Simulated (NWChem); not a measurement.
System: AlI2F; SMILES [I][Al]([I])[F]

NWChem input:

```
start job
memory heap 200 mb stack 900 mb global 1100 mb
geometry units angstroms noautoz
  Al     0.000000     0.000000    -0.851514
  F      0.000000     0.000000    -2.524248
  I      2.158556     0.000000     0.325408
  I     -2.158556     0.000000     0.325408
end
basis spherical
  * library def2-svp
end
ecp
  I library def2-ecp
end
dft
  xc m06-l
  iterations 150
  mulliken
end
task dft energy
```

NWChem printed, in part:

```
             Northwest Computational Chemistry Package (NWChem) 7.3.0
             --------------------------------------------------------

 C2V symmetry detected

                             Geometry "geometry" -> ""
                             -------------------------

 Output coordinates in angstroms (scale by  1.889725989 to convert to a.u.)

  No.       Tag          Charge          X              Y              Z
 ---- ---------------- ---------- -------------- -------------- --------------
    1 Al                  13.0000     0.00000000     0.00000000    -0.85702442
    2 F                    9.0000     0.00000000     0.00000000    -2.52975842
    3 I                   53.0000     2.15855600     0.00000000     0.31989758
    4 I                   53.0000    -2.15855600     0.00000000     0.31989758

 Effective nuclear repulsion energy (a.u.)     819.1471061995

      Symmetry information
      --------------------

 Group name             C2v
 Group number             16
 Group order               4
 No. of unique centers     3

                                 NWChem DFT Module
                                 -----------------

 Summary of "ao basis" -> "ao basis" (spherical)
 ------------------------------------------------------------------------------
       Tag                 Description            Shells   Functions and Types
 ---------------- ------------------------------  ------  ---------------------
 Al                         def2-svp                 8       18   4s3p1d
 F                          def2-svp                 6       14   3s2p1d
 I                          def2-svp                10       26   4s4p2d

      Symmetry analysis of basis
      --------------------------

        a1         34
        a2         10
        b1         25
        b2         15

            General Information
            -------------------
          SCF calculation type: DFT
          Wavefunction type:  closed shell.
          No. of atoms     :     4
          No. of electrons :    72
           Alpha electrons :    36
            Beta electrons :    36
          Charge           :     0
          Spin multiplicity:     1
          Use of symmetry is: on ; symmetry adaption is: on
          Maximum number of iterations: 150
          AO basis - number of functions:    84
                     number of shells:    34
          Convergence on energy requested:  1.00D-06
          Convergence on density requested:  1.00D-05
          Convergence on gradient requested:  5.00D-04

              XC Information
              --------------
                        M06-L Method XC Functional
                         M06-L Exchange Functional  1.000
                       M06-L Correlation Potential  1.000

             Grid Information
             ----------------
          Grid used for XC integration:  medium
          Radial quadrature: Mura-Knowles
          Angular quadrature: Lebedev.
          Tag              B.-S. Rad. Rad. Pts. Rad. Cut. Ang. Pts.
          ---              ---------- --------- --------- ---------
          Al                  1.25       88           9.0       590
          F                   0.50       49          10.0       434
          I                   1.40      123          12.0       590
          Grid pruning is: on
          Number of quadrature shells:   260
          Spatial weights used:  Erf1

      Superposition of Atomic Density Guess
      -------------------------------------

 Sum of atomic energies:       -1035.33816833

      Non-variational initial energy
      ------------------------------

 Total energy =    -934.833737
 1-e energy   =   -2149.639884
 2-e energy   =     894.665376
 HOMO         =      -0.349773
 LUMO         =      -0.037685

      Symmetry analysis of molecular orbitals - initial
      -------------------------------------------------

  Numbering of irreducible representations:

     1 a1          2 a2          3 b1          4 b2

  Orbital symmetries:

     1 a1          2 a1          3 a1          4 b1          5 a1
     6 b1          7 a1          8 b2          9 a2         10 b1
    11 a1         12 a1         13 b1         14 b2         15 a1
    16 b1         17 a1         18 b2         19 a2         20 b1
    21 a1         22 b2         23 a2         24 b1         25 a1
    26 a1         27 b1         28 a1         29 b1         30 b2
    31 a1         32 b1         33 a1         34 b2         35 a2
    36 b1         37 a1         38 b2         39 a1         40 b1
    41 a1         42 b1         43 a2         44 a1         45 b2
    46 a1

     ---------------------------------------------
      Total Density - Mulliken Population Analysis
     ---------------------------------------------

    Atom       Charge   Shell Charges
 -----------   ------   -------------------------------------------------------
    1 Al  13    11.59   2.00  1.99  0.71  0.09  5.93  0.46  0.26  0.16
    2 F    9     9.68   1.99  1.15  0.79  3.56  2.18  0.00
    3 I   25    25.37   1.83  0.22  1.22  0.68  2.92  3.13  2.64  2.71  9.82  0.19
    4 I   25    25.37   1.83  0.22  1.22  0.68  2.92  3.13  2.64  2.71  9.82  0.19

   convergence    iter        energy       DeltaE   RMS-Dens  Diis-err
 ---------------- ----- ----------------- --------- --------- ---------
 d= 0,ls=0.0,diis     1   -937.9443599423 -1.26D+03  2.22D-02  7.05D-01
 d= 0,ls=0.0,diis     2   -937.7127150211  2.32D-01  1.40D-02  3.10D+00
 d= 0,ls=0.0,diis     3   -938.0308829093 -3.18D-01  3.38D-03  2.64D-02
 d= 0,ls=0.0,diis     4   -938.0301052828  7.78D-04  1.95D-03  2.27D-02
 d= 0,ls=0.0,diis     5   -938.0263531396  3.75D-03  3.76D-04  1.73D-03
  Resetting Diis
 d= 0,ls=0.0,diis     6   -938.0266608457 -3.08D-04  6.96D-04  1.06D-03
 d= 0,ls=0.0,diis     7   -938.0270016529 -3.41D-04  8.86D-04  3.97D-04
 d= 0,ls=0.0,diis     8   -938.0271509291 -1.49D-04  3.02D-04  1.87D-04
 d= 0,ls=0.0,diis     9   -938.0271724931 -2.16D-05  1.24D-04  4.60D-05
 d= 0,ls=0.0,diis    10   -938.0271792441 -6.75D-06  4.58D-05  8.66D-06
 d= 0,ls=0.0,diis    11   -938.0271808594 -1.62D-06  7.51D-06  2.38D-07
 d= 0,ls=0.0,diis    12   -938.0271808988 -3.95D-08  1.81D-06  4.99D-08

         Total DFT energy =     -938.027180898839
      One electron energy =    -2150.631485659821
           Coulomb energy =      966.455885046174
    Exchange-Corr. energy =      -73.992351203867
 Nuclear repulsion energy =      320.140770918675

 Numeric. integr. density =       72.000002807322

                  Occupations of the irreducible representations
                  ----------------------------------------------

                     irrep           alpha         beta
                     --------     --------     --------
                     a1               15.0         15.0
                     a2                4.0          4.0
                     b1               11.0         11.0
                     b2                6.0          6.0

                       DFT Final Molecular Orbital Analysis
                       ------------------------------------

 Vector   34  Occ=2.000000D+00  E=-2.699458D-01  Symmetry=a1
              MO Center=  1.4D-14,  2.1D-16,  2.5D-01, r^2= 6.2D+00
   Bfn.  Coefficient  Atom+Function         Bfn.  Coefficient  Atom+Function
  ----- ------------  ---------------      ----- ------------  ---------------
    45      0.378262  3 I  pz                71      0.378262  4 I  pz
    48      0.345196  3 I  pz                74      0.345196  4 I  pz
    42     -0.155392  3 I  pz                68     -0.155392  4 I  pz
    43     -0.148778  3 I  px                69      0.148778  4 I  px
    46     -0.133210  3 I  px                72      0.133210  4 I  px

 Vector   35  Occ=2.000000D+00  E=-2.622312D-01  Symmetry=a2
              MO Center= -4.6D-14, -6.9D-16,  2.8D-01, r^2= 6.5D+00
   Bfn.  Coefficient  Atom+Function         Bfn.  Coefficient  Atom+Function
  ----- ------------  ---------------      ----- ------------  ---------------
    44      0.419549  3 I  py                70     -0.419549  4 I  py
    47      0.398247  3 I  py                73     -0.398247  4 I  py
    41     -0.172969  3 I  py                67      0.172969  4 I  py
    38     -0.139541  3 I  py                64      0.139541  4 I  py
    14      0.061620  1 Al d -2

 Vector   36  Occ=2.000000D+00  E=-2.531373D-01  Symmetry=b1
              MO Center=  1.2D-15, -9.1D-16,  2.6D-01, r^2= 6.7D+00
   Bfn.  Coefficient  Atom+Function         Bfn.  Coefficient  Atom+Function
  ----- ------------  ---------------      ----- ------------  ---------------
    45      0.349247  3 I  pz                71     -0.349247  4 I  pz
    48      0.326233  3 I  pz                74     -0.326233  4 I  pz
    43     -0.250246  3 I  px                69     -0.250246  4 I  px
    46     -0.229348  3 I  px                72     -0.229348  4 I  px
    42     -0.143114  3 I  pz                68      0.143114  4 I  pz

 Vector   37  Occ=0.000000D+00  E=-7.840264D-02  Symmetry=a1
              MO Center= -2.5D-14,  1.4D-16, -3.0D-01, r^2= 5.6D+00
   Bfn.  Coefficient  Atom+Function         Bfn.  Coefficient  Atom+Function
  ----- ------------  ---------------      ----- ------------  ---------------
     4      0.747500  1 Al s                  3      0.741547  1 Al s
    46      0.459249  3 I  px                72     -0.459249  4 I  px
     2      0.332678  1 Al s                 36     -0.256590  3 I  s
    62     -0.256590  4 I  s                 43      0.248640  3 I  px
    69     -0.248640  4 I  px                35     -0.237397  3 I  s

[...]
```

Level: M06-L/def2-SVP with def2 effective core potentials on I. Coordinates come from a PBE-D3(BJ)/def2-SVP optimisation. def2 effective core potentials on I; no spin-orbit coupling.
